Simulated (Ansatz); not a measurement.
`[CH3][Ge]([NH2])([NH2])[NH2]` → `[CH3][Ge][NH2]` + `NN`  (germylene formation by 1,1-elimination)

Gas-phase electronic energies from Ansatz, PBE0-D4/def2-TZVP geometries. CCSD(T)/CBS is the MP2 limit (def2-TZVPP, def2-QZVPP) plus CCSD(T) − MP2 in def2-TZVPP, frozen cores. This one scheme is used for every species. Functionals use def2-TZVPP. B3LYP here is the variant with VWN-RPA as its local correlation; programs differ in this. For Ge outer-core shells are correlated without core-valence functions, which leaves a few kJ/mol of doubt a bond. Scalar relativity is left out up to krypton. Each species was taken in one conformer, which may not be the lowest.

| level | ΔE (eV) |
| --- | --- |
| B3LYP-D4 | 2.83 |
| B3LYP | 2.65 |
| r2SCANh | 3.14 |
| CCSD/CBS(def2) | 3.12 |

(1) What does CCSD(T)/CBS give? (An estimate is asked.)

Largest T1 diagnostic among the species: 0.014.

## Answers

(1) The calculation gave: +3.15 eV. The listed levels differ from it by -0.32, -0.50, -0.01, -0.03 eV.

At CCSD(T), def2-SVP lies −0.24 eV from the extrapolated value and def2-TZVPP +0.11 eV. In def2-TZVPP, CCSD(T) changes the Hartree–Fock value by +0.23 eV (the triples alone add +0.02 eV) and MP2 by +0.45 eV.

CCSD(T)/CBS has its own doubt, a few kJ/mol and more with outer-core shells, so smaller differences from it don't rank the levels.
